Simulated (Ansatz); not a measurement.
```yaml
crystal:
  periodic: [false, false, false]
  atoms:
    - {symbol: C, position_ang: [-1.147479, -3.531676, -0.808965]}
    - {symbol: C, position_ang: [-0.671515, -2.663864, 0.334791]}
    - {symbol: O, position_ang: [-0.554793, -1.330738, -0.068074]}
    - {symbol: Ti, position_ang: [-0.988266, 0.348638, 0.377703]}
    - {symbol: O, position_ang: [-2.484399, 0.321273, 1.407851]}
    - {symbol: O, position_ang: [-1.257238, 1.283549, -1.117758]}
    - {symbol: C, position_ang: [-0.866860, 2.281396, -2.011000]}
    - {symbol: C, position_ang: [0.485244, 2.865628, -1.662956]}
    - {symbol: O, position_ang: [0.344932, 1.055861, 1.326966]}
    - {symbol: C, position_ang: [1.677238, 1.049933, 1.738698]}
    - {symbol: C, position_ang: [2.290837, -0.332032, 1.674741]}
    - {symbol: H, position_ang: [-1.215445, -4.575719, -0.492236]}
    - {symbol: H, position_ang: [-0.455313, -3.468755, -1.651081]}
    - {symbol: H, position_ang: [-2.133278, -3.209299, -1.150772]}
    - {symbol: H, position_ang: [-1.366783, -2.738274, 1.181502]}
    - {symbol: H, position_ang: [0.308968, -3.010199, 0.687612]}
    - {symbol: H, position_ang: [-3.385206, 0.524990, 1.154805]}
    - {symbol: H, position_ang: [-0.845090, 1.853475, -3.021237]}
    - {symbol: H, position_ang: [-1.629547, 3.070490, -2.010789]}
    - {symbol: H, position_ang: [0.754927, 3.649829, -2.374866]}
    - {symbol: H, position_ang: [0.472881, 3.296579, -0.659506]}
    - {symbol: H, position_ang: [1.257460, 2.093060, -1.694586]}
    - {symbol: H, position_ang: [2.245901, 1.745500, 1.107228]}
    - {symbol: H, position_ang: [1.721776, 1.436304, 2.764530]}
    - {symbol: H, position_ang: [3.334181, -0.298651, 1.998672]}
    - {symbol: H, position_ang: [2.255293, -0.725417, 0.656353]}
    - {symbol: H, position_ang: [1.749876, -1.022482, 2.325874]}
basis:
  gaussian: {orbitals: cc-pVDZ, fitting: {mean_field: cc-pVTZ-jkfit}}
magnetization: {spin_polarized: true, initial_magnetization: 2}
hamiltonian: {xc: {name: rPW86-PBE}, dispersion: d3bj}
```

```sh
$ ansatz run in.yaml --threads 11 --pin off --events-out ev --progress --plain --max-ram 120832MiB --backend cpu
```

Task: How does Ansatz answer? (An estimate is asked.)

Result: Computed: The program refused the input.
```
Functional definition: rPW86-PBE
Error: <dir> the basis set cc-pVTZ-JKFIT has no functions for Ti
```
